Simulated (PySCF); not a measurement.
## CaO⁻: from constants to spectrum

M06-2X constants of CaO⁻, ²Σ⁺ (doublet), unpaired electrons σ ↑ (PySCF, spin-free X2C with a Gaussian nucleus, basis sets Ca aug-cc-pVDZ-X2C, O aug-cc-pVDZ-DK; masses 39.9626 and 15.9949 u):

* ωe: 686.3 cm⁻¹
* ωexe: 3.75 cm⁻¹
* Be: 0.40183 cm⁻¹
* αe: 0.00251 cm⁻¹
* D (centrifugal): 5.51e-07 cm⁻¹
* De to Ca + O⁻: 3.18 eV

Problem. Give the vibrational terms G(v) and spacings up to v = 3.

Solution. G(v) = ωe(v+½) − ωexe(v+½)².

```tsv
v	G(v) (cm⁻¹)	G(v) − G(v−1)	Bv (cm⁻¹)
0	342		0.4006
1	1021	679	0.3981
2	1692	671	0.3956
3	2356	664	0.3930
```

Problem. How well does the Morse estimate ωe²/(4ωexe) reproduce De, and what is D0?

Solution. It gives 3.89 eV, 122 % of the computed De. D0 = De − G(0) = 3.18 − 0.04 = 3.14 eV.

For an ion De counts to the pair picked by the measured ionisation energies or electron affinities, which need not be the lowest pair at this level. The state is the lowest determinant that a PBE0 search found; another state may lie lower at other levels.
